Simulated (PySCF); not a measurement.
**Pr(NH2)3: one run**

Pr(NH2)3 (singlet in the valence; each metal's 4f electrons, 2 of them, lie in its core potential, out of spins and levels; a saddle point, relaxed within its symmetry). PySCF 2.14.0, RKS PBE0, Pr lcecp-1-SVP with ECP48, N def2-SVP, H def2-SVP; non-relativistic Hamiltonian with scalar-relativistic core potentials where named; density fitting; no spin-orbit coupling. Purpose: finer grid at the relaxed geometry. The geometry is a saddle point of the state and level it was relaxed for.

```python
mol = gto.M(atom='''
Pr    -0.02119    -0.03659     0.56666
N      2.20137     0.00917     0.15010
H      2.81972     0.82003     0.09268
H      2.76441    -0.78166    -0.16746
N     -1.09275     1.91105     0.14971
H     -0.69968     2.85198     0.09227
H     -2.05909     2.00323    -0.16803
N     -1.10971    -1.92208    -0.09602
H     -1.54063    -2.66832     0.45119
H     -1.26245    -2.18681    -1.07109''',
    basis={'Pr': 'lcecp-1-SVP', 'N': 'def2-SVP', 'H': 'def2-SVP'},
    ecp={'Pr': 'lcecp-1-SVP'},
    charge=0, spin=0)
mf = dft.RKS(mol, xc='PBE0')
mf.grids.atom_grid = (75, 302)  # f atoms: unpruned, at least (60, 302)
mf = mf.density_fit()  # fitting sets: Pr AutoAux, N def2-universal-JKFIT, H def2-universal-JKFIT
mf.conv_tol = 1e-09; mf.max_cycle = 55
mf.kernel(dm0)  # dm0: converged density of the relaxed state
mf.nuc_grad_method().kernel()
```

Run from Python with OMP_NUM_THREADS=2; the lines above give its settings. Where DIIS fails, smearing, a level shift and second-order steps follow.
It took 18 s on 2 threads of Arm Neoverse V1 (shared host), with gradient, populations and further properties, from an already converged density.

Problem. Where do the frontier levels lie, over both spins?

Solution. HOMO -5.74 eV, LUMO -1.20 eV. The 4f levels lie in the core potential and are missing.

Problem. What are the Mulliken charges and spins?

Solution. 
```
atom  charge (e)  spin (e)
 Pr1       0.953     0.000
  N2      -0.546     0.000
  H3       0.116     0.000
  H4       0.122     0.000
  N5      -0.546     0.000
  H6       0.116     0.000
  H7       0.122     0.000
  N8      -0.564     0.000
  H9       0.111     0.000
 H10       0.115     0.000
```
The spin of the 4f electrons in the core isn't counted.

Problem. What forces act on the atoms (eV/Å)?

Solution. 
```
Pr  -0.01 -0.01  0.00
N    0.00  0.01  0.00
H    0.00  0.00  0.00
H    0.01  0.00  0.00
N    0.01  0.00  0.00
H    0.00  0.00  0.00
H   -0.01  0.00  0.00
N    0.00  0.00  0.00
H    0.00  0.00  0.00
H    0.00  0.00  0.00
```
Forces carry noise of the integration grid, about 0.01 to 0.03 eV/Å.

An lcecp potential fixes the number of 4f electrons, so in runs with it no electron can move into or out of that shell.
